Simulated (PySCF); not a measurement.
**The 3-electron isoelectronic series, spin-free X2C**

All values are computed (PySCF 2.14, energy differences of UHF-based or UKS calculations, no spin-orbit coupling). Each ion has its own even-tempered basis scaled to its charge (20s9p6d6f5g for the first); frozen: nothing. Ionisation energies in eV, correlation energies of the ion in mhartree.

```csv
ion,configuration,UHF,LDA,PBE,PBE0,r2SCAN,MP2 (all electrons),E_corr MP2,"NIST (with spin-orbit, Breit and QED)"
C³⁺,[He] 2s1 (2S),64.383,64.392,64.949,64.869,64.387,64.490,-46.6,64.494
N⁴⁺,[He] 2s1 (2S),97.773,97.694,98.428,98.327,97.746,97.890,-47.5,97.890
O⁵⁺,[He] 2s1 (2S),138.00,137.82,138.74,138.62,137.91,138.12,-48.2,138.12 (s)
F⁶⁺,[He] 2s1 (2S),185.07,184.78,185.89,185.75,184.93,185.20,-48.8,185.19
Ne⁷⁺,[He] 2s1 (2S),238.98,238.58,239.89,239.73,238.80,239.12,-49.3,239.10 (s)
Mg⁹⁺,[He] 2s1 (2S),367.40,366.76,368.48,368.28,367.11,367.55,-50.1,367.49 (t)
Al¹⁰⁺,[He] 2s1 (2S),441.93,441.16,443.09,442.87,441.57,442.08,-50.5,442.00 (t)
P¹²⁺,[He] 2s1 (2S),611.71,610.68,613.04,612.77,611.21,611.86,-51.1,611.74 (t)
S¹³⁺,[He] 2s1 (2S),706.99,705.82,708.40,708.12,706.43,707.14,-51.4,706.99 (t)
```

Task: Interpolate the row of Si¹¹⁺.

Result: configuration [He] 2s1 (2S); UHF 523.36; LDA 522.46; PBE 524.61; PBE0 524.36; r2SCAN 522.94; MP2 (all electrons) 523.51; E_corr MP2 -50.8; NIST (with spin-orbit, Breit and QED) 523.41 (t).

Each ion has its own basis, which adds noise of up to about 0.1 % along the series.

NIST values marked (s) are semi-empirical, (t) theoretical. Open shells are high-spin determinants of the terms that Hund's rules give.
